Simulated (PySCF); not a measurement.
**Radial density of Sn²⁺ (tin, charge +2)**

TPSS, [Kr] 4d10 5s2, closed-shell 1S. Computed with PySCF 2.14 in aug-cc-pwCVTZ-DK3, with the spin-free X2C one-electron Hamiltonian (Gaussian nucleus).

```csv
r (bohr),4πr²ρ (e/bohr)
0.0304,58.66
0.0511,59.89
0.0859,82.30
0.145,61.16
0.243,66.72
0.409,37.02
0.688,22.56
1.16,13.87
1.95,2.793
3.27,0.3511
5.51,0.004495
```

Densities and radii are taken from the X2C orbitals without a picture-change correction, which distorts them close to the nucleus.
